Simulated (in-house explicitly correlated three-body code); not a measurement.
Computed with an exponentially correlated three-body code. Model: two electrons around a point charge, non-relativistic, variational in 260 exponentially correlated functions (energies converged to about 1e-7 hartree, or 1e-8 relative for large Z).

Command:
```bash
python run_hyl.py task.json out
```
Settings (lengths in bohr, energies in hartree):
```
Z                      18
screening              14.4
interaction_strength   1
functions              260
states_tried           1
```

Time taken, with all properties: 9.7 s on 1 thread of Arm Neoverse V2 (shared host).

**Ground state only, binding against the one-electron ion.**

Given: nuclear charge 18; Yukawa screening of all interactions 14.4 1/bohr.

Computed: one-electron threshold -14.4841947 hartree.

```csv
term,energy (hartree),binding (eV)
1 1S,-27.3980051,351.4
```

**Converged states only, values per electron or pair (inverse distances are <exp(-kr)/r>).**

```json
{"term": "1 1S", "mean r (bohr)": "0.14698", "mean r squared (bohr²)": "0.032655", "mean inverse r (1/bohr)": "4.824", "mean r12 (bohr)": "0.22054", "mean inverse r12 (1/bohr)": "1.5023", "mean cosine": "-0.0042661", "mean p1 dot p2 (bohr⁻²)": "0.58516", "delta r1 (bohr⁻³)": "812.82", "delta r12 (bohr⁻³)": "61.491"}
```

**Static dipole response.**

```json
{"state": "1 1S", "polarisability (bohr³)": "0.0013821"}
```
